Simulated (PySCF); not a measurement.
InH2, SMILES [InH2], multiplicity 2.

Geometry: B3LYP-D3(BJ)/def2-TZVPD. The def2 effective core potentials stand for the cores of In; spin–orbit coupling is left out.

These are TDA-LC-ωPBE/def2-TZVPD run with PySCF values and carry that method's errors.

Vertical excitations. 

```json
[
 {"state": "root 1", "energy (eV)": "1.92", "λ (nm)": "647", "f": "0.015", "main pairs": "α HOMO→LUMO 94 %"},
 {"state": "root 2", "energy (eV)": "4.15", "λ (nm)": "299", "f": "0.010", "main pairs": "β HOMO→LUMO 90 %"},
 {"state": "root 3", "energy (eV)": "4.65", "λ (nm)": "267", "f": "0.000", "main pairs": "α HOMO−1→LUMO 25 %, β HOMO→LUMO+1 66 %"},
 {"state": "root 4", "energy (eV)": "4.77", "λ (nm)": "260", "f": "0.085", "main pairs": "α HOMO→LUMO+1 53 %, α HOMO→LUMO+2 34 %, α HOMO→LUMO+10 10 %"},
 {"state": "root 5", "energy (eV)": "5.21", "λ (nm)": "238", "f": "0.000", "main pairs": "α HOMO−1→LUMO 67 %, β HOMO→LUMO+1 26 %"},
 {"state": "root 6", "energy (eV)": "5.28", "λ (nm)": "235", "f": "0.150", "main pairs": "α HOMO→LUMO+3 85 %"},
 {"state": "root 7", "energy (eV)": "5.48", "λ (nm)": "226", "f": "0.052", "main pairs": "α HOMO→LUMO+2 47 %, α HOMO→LUMO+1 40 %"},
 {"state": "root 8", "energy (eV)": "6.34", "λ (nm)": "196", "f": "0.088", "main pairs": "α HOMO→LUMO+5 81 %"},
 {"state": "root 9", "energy (eV)": "6.38", "λ (nm)": "194", "f": "0.102", "main pairs": "α HOMO→LUMO+4 86 %"},
 {"state": "root 10", "energy (eV)": "6.49", "λ (nm)": "191", "f": "0.000", "main pairs": "α HOMO→LUMO+6 93 %"}
]
```
Unrestricted roots are not spin-pure.
